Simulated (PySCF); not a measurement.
Electron correlation in Nb²⁺ (niobium, charge +2)

[Kr] 4d2 5p1, one real determinant (an excited configuration). All numbers are calculated (PySCF 2.14, the spin-free X2C one-electron Hamiltonian (Gaussian nucleus), in x2c-TZVPPall with one added diffuse shell each of s, p, d, f type (9s7p7d3f1g, 95 functions)). Frozen: [Ar] 3d10; 11 electrons correlated.

```
  level  correlation energy (mhartree)
   CCSD                        -255.12
    (T)                          -5.96
CCSD(T)                        -261.08
```

Diagnostics: T1 = 0.0081, D1 = 0.0303, largest double amplitude 0.058.

The real determinant used has ⟨L²⟩ near 14 against 20 for a pure G term, so it mixes terms.

Cost of the coupled-cluster step: about 2.4 core-minutes, for 11 correlated electrons.

The reference is one real determinant that mixes LS terms of this configuration.

This basis was not built for core-valence correlation, so the inner-shell part is incomplete.
